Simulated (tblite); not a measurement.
Compound: C₇H₁₂Si.
Atom-mapped SMILES: `[CH3:1][CH2:2][CH2:3][C:4]1=[CH:5][SiH2:6][CH:7]=[CH:8]1` (hydrogens: H9, H10, H11 on C1; H12, H13 on C2; H14, H15 on C3; H16 on C5; H17, H18 on Si6; H19 on C7; H20 on C8)

Cartesian coordinates in Å at the GFN2-xTB level; atoms count from 1:
```xyz
20
C7H12Si angstrom
C     -3.1807   -0.0118   -0.3341
C     -1.6800   -0.0466   -0.5937
C     -0.8769    0.1406    0.6989
C      0.5942    0.1076    0.4242
C      1.4106    1.1727    0.4242
Si     3.1611    0.6479   -0.0204
C      2.5432   -1.1279   -0.1761
C      1.2344   -1.1661    0.0910
H     -3.7319   -0.1527   -1.2612
H     -3.4721    0.9443    0.0961
H     -3.4684   -0.7998    0.3591
H     -1.4101   -1.0002   -1.0529
H     -1.4095    0.7457   -1.2959
H     -1.1473    1.0953    1.1556
H     -1.1373   -0.6587    1.3990
H      1.0513    2.1628    0.6527
H      3.6399    1.2119   -1.2839
H      4.1303    0.8262    1.0626
H      3.1059   -2.0114   -0.4289
H      0.6383   -2.0691    0.0807
```

Computed values, GFN2-xTB/tblite, gas phase, harmonic and unscaled. This tight-binding method is rough: wavenumbers can miss measured ones by several per cent, in bad cases by 10 to 20. Modes of hydrogen on silicon can be 10 to 20 % off. One conformer, not necessarily the lowest.

Harmonic wavenumbers (cm⁻¹): 57.1, 74.8, 94.8, 210.3, 231.2, 282.2, 306.0, 330.1, 464.1, 482.1, 502.0, 566.7, 604.5, 638.6, 748.1, 774.4, 781.4, 784.2, 792.5, 821.1, 889.6, 910.0, 917.0, 948.8, 1073.8, 1089.4, 1112.5, 1120.0, 1132.9, 1220.7, 1248.7, 1275.3, 1280.9, 1340.2, 1353.2, 1415.9, 1482.7, 1497.5, 1504.3, 1506.8, 1568.4, 1631.3, 2240.7, 2244.8, 2948.4, 2967.0, 2976.5, 2983.6, 3027.0, 3030.3, 3036.1, 3046.5, 3089.8, 3092.3.

A = 4800, B = 812.1, C = 745.6 MHz; mass 124.071 u (most abundant isotopes); point group C1, symmetry number 1.

Task: Zero-point energy?

Result: Half the sum of the wavenumbers: 35875 cm⁻¹ = 102.57 kcal/mol.

Task: Entropy at 298.15 K, 1 bar (ideal gas, RRHO, classical rotation)?

Result: Translation 40.39, rotation 29.09, vibration 26.08: S = 95.6 cal/(mol K).

Task: And Cp and H(298.15 K) − H(0)?

Result: Cp = 38.21 cal/(mol K), of which vibrations give 30.26 (their classical limit is 54 R = 107.3); H(298.15 K) − H(0) = 6.62 kcal/mol without the zero-point energy, 4.25 from vibrations.

Task: How do the functions run with temperature in this model?

Result: 
```json
{"T (K)": "100", "S (cal/(mol K))": "67.9", "Cp (cal/(mol K))": "17.0", "H − H(0) (kcal/mol)": "1.22", "G − H(0) (kcal/mol)": "-5.57", "ln q(vib)": "1.42"}
{"T (K)": "200", "S (cal/(mol K))": "82.7", "Cp (cal/(mol K))": "27.1", "H − H(0) (kcal/mol)": "3.41", "G − H(0) (kcal/mol)": "-13.12", "ln q(vib)": "3.65"}
{"T (K)": "300", "S (cal/(mol K))": "95.8", "Cp (cal/(mol K))": "38.4", "H − H(0) (kcal/mol)": "6.69", "G − H(0) (kcal/mol)": "-22.05", "ln q(vib)": "6.00"}
{"T (K)": "500", "S (cal/(mol K))": "120.4", "Cp (cal/(mol K))": "58.4", "H − H(0) (kcal/mol)": "16.47", "G − H(0) (kcal/mol)": "-43.70", "ln q(vib)": "10.95"}
{"T (K)": "800", "S (cal/(mol K))": "152.4", "Cp (cal/(mol K))": "77.7", "H − H(0) (kcal/mol)": "37.14", "G − H(0) (kcal/mol)": "-84.76", "ln q(vib)": "18.41"}
{"T (K)": "1000", "S (cal/(mol K))": "170.7", "Cp (cal/(mol K))": "86.1", "H − H(0) (kcal/mol)": "53.56", "G − H(0) (kcal/mol)": "-117.10", "ln q(vib)": "23.12"}
```

q(vib) and H(0) count from the zero-point level.

Task: Which modes carry the vibrational entropy at 298.15 K?

Result: 57.1 cm⁻¹: 4.55; 74.8 cm⁻¹: 4.02; 94.8 cm⁻¹: 3.56; 210.3 cm⁻¹: 2.04; 231.2 cm⁻¹: 1.87; 282.2 cm⁻¹: 1.52 cal/(mol K); the other 48 give 8.51 together.

Task: Blend soft modes into free rotors: weight 1/[1 + (100 cm⁻¹/ν̃)⁴] for the oscillator and the rest for a rotor with moment μB/(μ + B), μ = h/(8π²ν), B = 10⁻⁴⁴ kg m². What vibrational entropy results?

Result: 24.05 cal/(mol K) in place of 26.08, which changes −T·S at 298.15 K by +0.61 kcal/mol.

Task: What must be added to the electronic energy to get the Gibbs energy at 298.15 K and 1 bar?

Result: ZPE + [H(298.15 K) − H(0)] − T·S = 102.57 + 6.62 − 28.49 = 80.70 kcal/mol.

Hindered rotation and anharmonicity are outside this model. Other conformers, if any are populated, would add a mixing term that is left out. The structure is chiral; the term R ln 2 for an equal mix with its mirror image is left out.
